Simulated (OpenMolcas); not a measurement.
A run on Co4+ with its 6 nearest fluoride ions at 1.868 Å, on the Ge site of Cs2GeF6 (a = 9.021 Å, distance in the model lattice 1.804 Å). The rest of the host is ab initio model potentials to 7.6 Å and point charges beyond; the distance is set by hand and nothing relaxes. Ligand basis ANO-RCC-VDZP.

- Program: OpenMolcas
- Method: SS-CASPT2, IPEA 0.25 Eh, imaginary shift 0.1 Eh (closed shells correlated: 3s 3p and the ligand valence shells)
- Basis: ANO-RCC-VDZP [5s4p2d1f]
- Scalar Hamiltonian: DKH2, point nucleus
- Active space: 5 electrons in 5 orbitals (3d)
- State averaging: 2S+1 = 6 even, 1 root; 2S+1 = 4 even, 24 roots; 2S+1 = 2 even, 75 roots
- Spin-orbit coupling: RASSI with atomic mean-field integrals over the reference wave functions

First CASPT2 step and the start of its output:

```
&CASPT2
Multistate=1 1
Frozen=5 6
IPEA=0.25
Imaginary=0.1
MaxIter=60
WThr=0.0 0.3 0.05
PrWF=0.5
NoMix
```

```
--- CASPT2 ---
Orbital specifications:
      -----------------------

      Symmetry species                           1   2
                                                ag  au
      Frozen orbitals                            5   6
      Inactive orbitals                         13  15
      Active orbitals                            5   0
      Secondary orbitals                        34  40
      Deleted orbitals                           0   0
      Number of basis functions                 57  61
Type of calculation                        SS-CASPT2
      Fock operator                              state-specific
      IPEA shift                                 0.25
      Real shift                                 0.00
      Imaginary shift                            0.10
      The input orbitals will be transformed to quasi-canonical
Reference energy:       -1989.6335472065
      E2 (Non-variational):      -1.7802470611
      Shift correction:          -0.0161804637
      E2 (Variational):          -1.7964275248
      Total energy:           -1991.4299747313
      Residual norm:              0.0000004411
      Reference weight:           0.53925
      Contributions to the CASPT2 correlation energy
      Active & Virtual Only:         -0.0479895823
      One Inactive Excited:          -0.2792313480
      Two Inactive Excited:          -1.4530261309
::    CASPT2 Root  1     Total energy:  -1991.42997473
--- CASPT2 ---
Orbital specifications:
      -----------------------

      Symmetry species                           1   2
                                                ag  au
      Frozen orbitals                            5   6
      Inactive orbitals                         13  15
      Active orbitals                            5   0
...
```

Over all roots the printed reference weights run from 0.33 to 0.64, and roots that are degenerate in the reference spread by up to 3400 cm-1.

Question: Did the run give usable levels, and if not, why?

Answer: No. The equations converged, but the reference weight falls to 0.33 for at least one root against 0.64 for the best. A drop of that size marks an intruder state, so the energies of such roots and the levels built on them can't be trusted.
